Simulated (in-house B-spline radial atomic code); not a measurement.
Atomic self-consistent-field run: Rh VII (Rh6+) (an excited or competing configuration). Level of theory: scalar-relativistic (X2C) PBE0, spin-polarised, spherical fractional occupations, exact exchange averaged over the configuration, Fermi nucleus of rms radius 4.4945 fm; calculated with a radial B-spline atomic code at the basis-set limit.

Command:
```bash
python run_scf.py task.json out
```
Settings (nuclear radius in fm, mass in u):
```
Z                45
configuration    [Ar] 3d9 4s2 4p6 4d3 4f1
hamiltonian      x2c
method           pbe0
spin_polarised   True
nucleus          fermi
rms_radius       4.4945
atomic_mass      102.90549
speed_of_light   137.035999084
exact_exchange   averaged over the configuration
```

Output (hartree, bohr):
```
 radial grid: 66 intervals, B-splines of order 8, outer radius 15.5224 bohr

 iter        energy (Eh)    residual
    1       -4748.571781    7.71e-01
    2       -4757.621539    3.72e-01
    3       -4760.697370    9.19e-02
    4       -4760.903509    2.59e-02
    5       -4760.913948    1.21e-02
    6       -4760.917389    1.62e-03
    7       -4760.917422    1.24e-04
    8       -4760.917422    7.24e-06
    9       -4760.917422    5.22e-07
   10       -4760.917422    2.31e-08

 total energy                     -4760.91742
 kinetic                            4965.1192
 electron-nucleus                 -11364.4662
 Hartree                            1772.9520
 exact exchange                      -32.7645
 exchange-correlation               -101.7579

 orbital      occ     eigenvalue          <r>       <r^2>       <1/r>       r_max
 1s up      1.000      -853.2938    0.0320993   0.0014026      48.809     0.02055
 1s down    1.000      -853.2932    0.0320991  0.00140257     48.8092     0.02055
 2s up      1.000      -128.7916     0.141393     0.02363     10.9884      0.1197
 2s down    1.000      -128.6724     0.141325   0.0236068     10.9946      0.1196
 2p up      3.000      -115.9180     0.123483   0.0186376     10.3539     0.09555
 2p down    3.000      -115.8177     0.123397   0.0186097     10.3598     0.09551
 3s up      1.000       -26.9932     0.386455    0.170941     3.82465      0.3495
 3s down    1.000       -26.8609     0.386672    0.171088     3.81945      0.3497
 3p up      3.000       -22.7309     0.385359      0.1725     3.59511      0.3423
 3p down    3.000       -22.5827     0.385654    0.172698     3.58929      0.3425
 3d up      5.000       -15.9732     0.362959    0.156824     3.36052      0.2881
 3d down    4.000       -15.8253     0.363501    0.157246     3.35554      0.2886
 4s up      1.000        -6.9134     0.930818    0.975644     1.49086      0.8565
 4s down    1.000        -6.7311     0.928958     0.97233     1.49578      0.8546
 4p up      3.000        -5.5963     0.996169     1.12466     1.35925      0.9046
 4p down    3.000        -5.3957     0.995572     1.12444     1.36188      0.9027
 4d up      3.000        -3.6407        1.152     1.52808     1.13717       1.007
 4f up      1.000        -1.7893       1.6726     3.30677    0.729488       1.351
```

Time taken, with all properties: 0.37 s on 1 thread of Intel(R) Xeon(R) 6975P-C, on a shared host.

One-electron X2C: radii and densities carry no picture-change correction, so inner-shell <1/r> comes out high (for 1s by about 2 % at Z = 33, 5 % at 54, 10 % at 75, 30 % at 118) and <r> low.
